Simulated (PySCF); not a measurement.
C6H5NO.
Cartesian coordinates in Å at the GFN2-xTB level; atoms count from 1:
```xyz
13
C6H5NO angstrom
O      3.090    0.691    0.146
C      2.349   -0.238   -0.041
C      0.874   -0.157   -0.029
C      0.222    1.052    0.211
C     -1.163    1.065    0.208
C     -1.837   -0.122   -0.032
C     -1.092   -1.274   -0.260
N      0.225   -1.297   -0.260
H      2.720   -1.258   -0.245
H      0.807    1.940    0.391
H     -1.707    1.981    0.389
H     -2.916   -0.158   -0.043
H     -1.576   -2.223   -0.452
```

Definitions: NICS(0) = −σiso at the ring centroid; NICS(1) = −σiso and NICS(1)zz = −σzz at ±1 Å along the ring normal z. Level: GIAO PBE0/pcSseg-1 (PySCF, non-relativistic, gas phase) on the GFN2-xTB geometry, one conformer.

Ring bond lengths (Å), with Mayer bond orders in brackets: C3–C4 1.395 (1.30), C4–C5 1.385 (1.43), C5–C6 1.386 (1.42), C6–C7 1.391 (1.38), C7–N8 1.316 (1.51), N8–C3 1.332 (1.42).

Task: What do the NICS probes read (ppm)?

Result: 
```tsv
ring	type	NICS(0)	NICS(1), two faces	NICS(1)zz, two faces	rms pucker (Å)	centre to ring atoms, mean (Å)
C3–C4–C5–C6–C7–N8	6-membered ring with N; formal bonds all aromatic	-7.2	-11.4 / -11.4	-28.4 / -28.4	0.00	1.37
```

Task: What can be read from them?

Result: 
- C3–C4–C5–C6–C7–N8: mean NICS(1)zz -28.4 ppm, shielded. For a flat ring without four-coordinate atoms the NICS criterion counts such a value as aromatic.

Task: And the bond-length index? HOMA = 1 − mean of α(R − Ropt)² over the ring bonds, with Krygowski's 1993 parameters (CC: Ropt 1.388 Å, α 257.7 Å⁻²; CN: Ropt 1.334 Å, α 93.52 Å⁻²).

Result: 
- C3–C4–C5–C6–C7–N8: HOMA 0.99; the largest term is that of C7–N8, α(R − Ropt)² = 0.03. The geometric and the magnetic index point the same way.

Task: At the first NICS(1) probe listed for ring C3–C4–C5–C6–C7–N8, 1 Å off the ring, what do the in-plane components average?

Result: The isotropic value is a third of the trace: (3 × -11.4 − (-28.4))/2 = -2.9 ppm.

Task: What are the shieldings of the ring atoms and their hydrogens in the same run (means over atoms taken as equivalent)?

Result: 
```csv
atoms,environment,σ isotropic (ppm),"principal values of the symmetric part, first atom (ppm)"
C3,substituted aromatic carbon,29.5,"-71.8, 15.5, 145.0"
C4,aromatic CH carbon,58.5,"-52.1, 37.3, 190.2"
C5,aromatic CH carbon,44.2,"-70.6, 20.9, 182.2"
C6,aromatic CH carbon,53.9,"-60.5, 44.9, 177.3"
C7,aromatic CH next to a ring nitrogen,31.2,"-77.1, 23.3, 147.5"
N8,pyridine-type nitrogen,-99.2,"-430.8, -163.6, 296.7"
H10,aromatic hydrogen,23.33,"19.7, 22.9, 27.4"
H11,aromatic hydrogen,23.52,"20.3, 23.4, 26.9"
H12,aromatic hydrogen,24.10,"21.6, 23.2, 27.5"
H13,aromatic hydrogen,22.57,"18.7, 22.5, 26.5"
```

On an Arm Neoverse V2 with one thread, shared host, this took 33 s of wall time. This is the whole shielding run at PBE0/pcSseg-1, SCF included.
